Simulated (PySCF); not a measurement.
# Reading the logs of faulty runs: ClGeH4NSi

These are calculations, not measurements. The program is PySCF 2.14.0, an open-source quantum chemistry code, run on an isolated molecule that a program drew, which may never have been made. The molecule is ClGeH4NSi (charge 0, singlet), drawn as the SMILES string `N=[Si](Cl)[GeH3]`.

Each row is a Hartree-Fock (HF) and frozen-core CCSD(T) single point in the cc-pV(D+d)Z basis, meant for a local HF minimum. Run 1 is clean. Each other run has one planted mistake out of seven kinds, and not every kind appears here: one electron removed, one electron added, multiplicity raised by two, geometry at a saddle point, minimal basis STO-3G, one bond length entered in bohr, all coordinates scaled. The reference is restricted for singlets and unrestricted otherwise, and also for a bond in bohr. Adding or removing an electron swaps singlet and doublet. Electrons count all cores. HOMO and LUMO are orbital energies over both spins, the gradient is its largest component, and the lowest frequency (negative if imaginary) is given only where the gradient is small. Bond lengths are over the 7 bonds as drawn. T1 is the CCSD diagnostic: over 0.02 (restricted) or 0.045 (unrestricted) a single reference is doubtful. Germanium has the cc-pVDZ-PP basis, with a core potential (ECP10MDF) in place of its 10 inner electrons, and its 3s, 3p and 3d shells are frozen in CCSD(T).

Geometry of the clean run:
```xyz
8
ClGeH4NSi, angstrom
N    -2.3253   -2.6168   -0.7045
Si   -1.2875   -1.4446   -0.7260
Cl    0.5874   -1.8336   -1.4554
Ge   -1.4120    0.8548   -0.0520
H    -3.2642   -2.5150   -0.3648
H    -2.8144    1.1283    0.4868
H    -1.1245    1.7379   -1.2647
H    -0.3653    1.1068    1.0315
```

| run | electrons | basis functions | <S^2> | HOMO (eV) | LUMO (eV) | gradient (hartree/bohr) | lowest frequency (cm^-1) | mean bond (Å) | longest bond (Å) | T1 | HF (hartree) | CCSD(T) (hartree) | mistake |
|---|---|---|---|---|---|---|---|---|---|---|---|---|---|
| 1 | 74 | 103 | 0.000 | -10.31 | 1.73 | 3.5e-05 | 66 | 1.6571 | 2.399 | 0.0167 | -1098.61097 | -1099.17204 | no fault |
| 2 | 74 | 103 | 0.000 | -10.20 | 1.59 | 2.2e-02 | - | 1.6919 | 2.450 | 0.0175 | -1098.60736 | -1099.17264 | all coordinates scaled |
| 3 | 75 | 103 | 0.779 | 0.15 | 7.58 | 6.3e-02 | - | 1.6571 | 2.399 | 0.0171 | -1098.57540 | -1099.14126 | one electron added |
| 4 | 74 | 103 | 2.043 | -6.46 | -0.04 | 1.4e-01 | - | 1.6571 | 2.399 | 0.0162 | -1098.51793 | -1099.03131 | multiplicity raised by two |
| 5 | 73 | 103 | 0.780 | -17.08 | -5.74 | 9.2e-02 | - | 1.6571 | 2.399 | 0.0282 | -1098.32244 | -1098.83891 | one electron removed |
| 6 | 74 | 103 | 1.033 | -9.11 | 0.37 | 2.9e-02 | - | 1.9621 | 4.534 | 0.0251 | -1098.53615 | -1099.07785 | ? |

**Which mistake was planted in run 6, and what did it cost?**

The mean bond changes by a factor of 1.184 and the longest by 1.890, so the molecule wasn't scaled as a whole. A length L in bohr read as angstrom grows by (1/0.5292 - 1) L = 0.890 L. The 7 bonds together grew by 7 x 0.3050 = 2.135 Å, which gives L = 2.400 Å. That is bond Si2-Ge4, 2.399 Å in the clean geometry. So the mistake is: one bond length entered in bohr. Subtracting run 1 and multiplying by 627.51 kcal/mol a hartree, the energy moved by 47.0 kcal/mol in HF and 59.1 kcal/mol in CCSD(T).

Cautions from the logs. Run 3: the HOMO is above zero, so the electron isn't bound and the energy depends on the basis.
